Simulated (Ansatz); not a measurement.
Calculated with Ansatz (gas phase, PBE0-D4/def2-TZVP geometries, no zero-point term in ΔE). CBS: MP2 limit from def2 TZ/QZ plus the TZ coupled-cluster correction, frozen cores. DFT in def2-TZVPP. B3LYP here is the variant with VWN-RPA as its local correlation; programs differ in this. For Ge outer-core shells are correlated without core-valence functions, which leaves a few kJ/mol of doubt a bond. Scalar relativity is left out up to krypton. One conformer a species, not always the lowest.

`O[SiH](O)S[SiH2]Cl` + `[OH][GeH2][OH]` → `[OH][GeH2][O][SiH](O)O` + `S[SiH2]Cl`  (ligand exchange at the Si–S bond)

CCSD(T)/CBS gives -0.75 eV.

(1) Another level gave -0.76 eV. Which?
A. HF/def2-TZVPP
B. r2SCAN/def2-TZVPP
C. B3LYP-D4/def2-TZVPP
D. PBE0-D4/def2-TZVPP

Largest T1 diagnostic among the species: 0.012.

Answers

(1) C. B3LYP-D4 -0.76, HF/def2-TZVPP -0.96, r2SCAN -0.72, PBE0-D4 -0.64 eV.

From PBE to PBE0 (25 % exact exchange), in def2-TZVPP and without D4, ΔE moves by −0.07 eV. In def2-TZVPP, CCSD(T) changes the Hartree–Fock value by +0.16 eV (the triples alone add +0.04 eV) and MP2 by +0.22 eV.
